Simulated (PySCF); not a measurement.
Vertical excitations of a molecule C2H4BF2N from TDDFT-PBE/def2-SVPD (PySCF), as energy in eV (oscillator strength): 5.50 (0.106), 6.31 (0.000), 6.44 (0.198), 6.55 (0.000), 6.97 (0.011), 7.16 (0.038), 7.47 (0.000), 7.56 (0.005), 7.75 (0.008), 7.79 (0.002). Lowest triplet (TDA): 3.90 eV. Coordinates come from a PBE-D3(BJ)/def2-SVP optimisation. Other conformers were not sampled.

Task: Which molecule gave these data?
A) NB(F)/C=C\F
B) C/N=C/B(F)F
C) C=C(F)B(N)F
D) CC#N.FBF

Result: A, NB(F)/C=C\F
